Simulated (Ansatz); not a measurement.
Mulliken charges of `[NH2][GeH]([F])[Cl]` from r2SCAN/def2-TZVPP in Ansatz (PBE0-D4/def2-TZVP geometry).

```csv
atom,x (Å),y (Å),z (Å),charge (e)
N1,-0.589,1.020,-0.151,-0.414
Ge2,0.393,-0.492,-0.137,0.767
F3,1.169,-0.760,1.394,-0.370
Cl4,-0.962,-2.118,-0.367,-0.300
H5,-1.431,0.987,0.406,0.160
H6,-0.080,1.872,0.039,0.152
H7,1.499,-0.509,-1.185,0.005
```

**Question.** By hand: the dipole of these point charges (1 e Å = 4.8032 D).

**Answer.** Σ q r = (0.168, 0.557, -0.383) e Å, of length 0.697 e Å = 3.35 D.

**Question.** How does the dipole of the full density compare? (Estimate.)

**Answer.** Computed: (-0.002, 0.467, -0.138) e Å, 2.34 D; the point charges give 1.43 times that, at 23° from its direction.

Point charges leave out the atoms' own dipoles, such as those of lone pairs, and Mulliken's split depends on the basis, so the two needn't agree.
